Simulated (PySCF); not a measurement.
**SmC: from constants to spectrum**

UHF-SCS-MP2 constants of SmC, 2S+1 = 11, about 6.0 electrons in the 4f shell (Mulliken), real f orbitals that mix terms (PySCF, spin-free X2C with a Gaussian nucleus, basis sets Sm x2c-SVPall, C x2c-SVPall; masses 151.9197 and 12.0000 u):

```
ωe              : 465.5 cm⁻¹
ωexe            : 2.02 cm⁻¹
Be              : 0.26717 cm⁻¹
αe              : 0.00156 cm⁻¹
D (centrifugal) : 3.52e-07 cm⁻¹
```

Task: Give the vibrational terms G(v) and spacings up to v = 6.

Result: G(v) = ωe(v+½) − ωexe(v+½)².

| v | G(v) (cm⁻¹) | G(v) − G(v−1) | Bv (cm⁻¹) |
| --- | --- | --- | --- |
| 0 | 232.2 |  | 0.2664 |
| 1 | 693.7 | 461.5 | 0.2648 |
| 2 | 1151.1 | 457.4 | 0.2633 |
| 3 | 1604.5 | 453.4 | 0.2617 |
| 4 | 2053.8 | 449.3 | 0.2601 |
| 5 | 2499.1 | 445.3 | 0.2586 |
| 6 | 2940.4 | 441.3 | 0.2570 |

A state of this spin cannot dissociate to the ground-state fragments, so its own limit lies higher than the one that De refers to.

Correlated steps freeze 19 core orbitals. Spin–orbit coupling is left out, which matters for elements this heavy, above all for dissociation energies. With d or f electrons several states lie close, and the lowest PBE0 determinant need not be the measured ground state.
